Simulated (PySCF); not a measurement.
C5H13Si (doublet state).
Z-matrix (Å and degrees, GFN2-xTB geometry), rows numbered from 1:
```
C 
C   1  1.5247
C   2  1.5252  1  111.88
Si  3  1.9138  2  113.51  1   178.78
C   4  1.9080  3  109.89  2  -179.35
C   4  1.9089  3  110.95  2    58.64
H   1  1.0886  2  110.55  3    60.96
H   1  1.0880  2  110.78  3  -178.88
H   1  1.0884  2  110.38  3   -58.85
H   2  1.0921  1  109.16  3  -121.40
H   2  1.0923  1  109.31  3   121.28
H   3  1.0916  2  108.86  1    56.13
H   3  1.0948  2  108.78  1   -59.36
H   5  1.0854  4  111.59  3    55.54
H   5  1.0890  4  110.75  3   -64.36
H   5  1.0853  4  111.36  3   175.94
H   6  1.0858  4  111.29  3   176.27
H   6  1.0856  4  111.70  3   -63.39
H   6  1.0894  4  110.67  3    56.59
```

The hyperfine couplings belong to this conformer and change with its torsions.

Identity: `CCC[Si](C)C` [radical].

Method used: UKS B3LYP, pcH-1 on C H Si, non-relativistic, mean-field spin-orbit, GIAO in PySCF. One conformer (not necessarily the lowest) at the GFN2-xTB geometry, without solvent, vibrations or thermal averaging. The geometry wasn't refined by DFT: couplings that depend on bond lengths, twists or pyramidal angles can differ widely from those at the functional's own minimum, by a factor of two or more for some ions and for spin on atoms past the first row. Stability of the SCF solution: not tested.

Question: Match the computed a_iso(13C) values +32.8, +29.1, +3.7 MHz (means over equivalent nuclei) with the sites C2; C3; C5/C6.

Answer: 
```csv
site,a_iso (MHz),ρ(0) (bohr⁻³),position,distance from Si4 (Å),spin population,largest |T| (MHz)
C2,+3.7,+0.0033,2 bonds from Si4,2.88,0.00,1.2
C3,+29.1,+0.0258,1 bond from Si4,1.91,+0.01,8.9
C5/C6,+32.8,+0.0292,1 bond from Si4,1.91,0.00,8.2
```

ρ(0) is the spin density at the nucleus and T the dipolar tensor; a_iso includes a spin–orbit part; entries for several nuclei are means. The largest Mulliken spin population is on Si4 (+0.94). The angles at Si4 add up to 331.0°, so it is pyramidal.

Nuclei that the bonding pattern makes equivalent are averaged, as if the motion that swaps them (rotation, inversion, ring flip) were fast. The six 1H nuclei of mean +19.2 MHz run from -0.4 to 54.7 MHz in the frozen geometry. The 1H value of +23.2 MHz is a mean of couplings from 0.5 to 45.9 MHz in this one geometry, not an average over conformers.
